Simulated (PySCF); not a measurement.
[Pd2Cl]+, triplet: data card

Level of theory: PySCF, UPBE0, basis Cl def2-TZVP, Pd def2-TZVP with ECP28 (scalar-relativistic core potentials, no spin–orbit coupling, density fitting).

The structure is a minimum.

```json
{
 "Point group": "C2v",
 "Bond lengths": "Cl–Pd 2.304 Å (×2)",
 "Bond angles": "Pd–Cl–Pd 114.5°",
 "Rotational constants": "0.3612, 0.0212, 0.02003 cm⁻¹",
 "Dipole moment about the centre of mass": "2.49 D",
 "Highest occupied level (β)": "-12.44 eV",
 "Zero-point energy": "3.8 kJ/mol",
 "Lowest empty level (β)": "-8.98 eV",
 "Rotational symmetry number": "2",
 "Principal polarisabilities": "33.9, 41.8, 76.1 bohr³",
 "Enthalpy at 298.15 K above 0 K": "14.37 kJ/mol",
 "Entropy at 298.15 K and 1 bar (electronic part: spin only)": "333.6 J/(mol K)",
 "Principal quadrupole moments (Buckingham, traceless) about the centre of mass": "-15.57, -14.36, 29.93 D Å",
 "Spin squared ⟨S²⟩": "2.002",
 "Heat capacity Cp at 298.15 K": "55.6 J/(mol K)"
}
```

Harmonic modes (masses in u: Cl 34.969, Pd 105.903):
| symmetry | ω (cm⁻¹) | IR (km/mol) | μ (u) |
| --- | --- | --- | --- |
| a1 | 51 | 0.6 | 77.21 |
| a1 | 254 | 7.1 | 44.70 |
| b2 | 333 | 21.3 | 40.05 |

In C2v the vibrations span 2a1 + b2. Here b1 is antisymmetric to the molecular plane and b2 lies in it.

Charges (e):
```
 atom  Mulliken  Löwdin  polar tensor  spin (Mulliken)  Mayer order to Cl1
  Cl1     -0.29    0.28         -0.43             0.22                   –
Pd2,3      0.64    0.36          0.71             0.89                0.68
```

Mulliken populations on Cl1: s 5.97, p 11.24, d 0.08, f 0.01.

Outer orbital energies (eV). α occupied: -13.88, -13.41, -13.40, -13.36, -13.36, -12.89, -12.84, -12.67; empty: -7.40, -6.85, -4.32, -3.90. β occupied: -13.57, -13.23, -13.16, -12.83, -12.82, -12.78, -12.78, -12.44; empty: -8.98, -8.81, -7.03, -6.51.

This need not be the most stable arrangement of these atoms. With open d or f shells other occupations or spin states may lie lower.

The final relaxation and frequency run took 55 s on 4 threads of a shared Intel Xeon Platinum 8488C (Sapphire Rapids) host, with 117 basis functions and 12 gradients; the process peaked at 1 GiB.
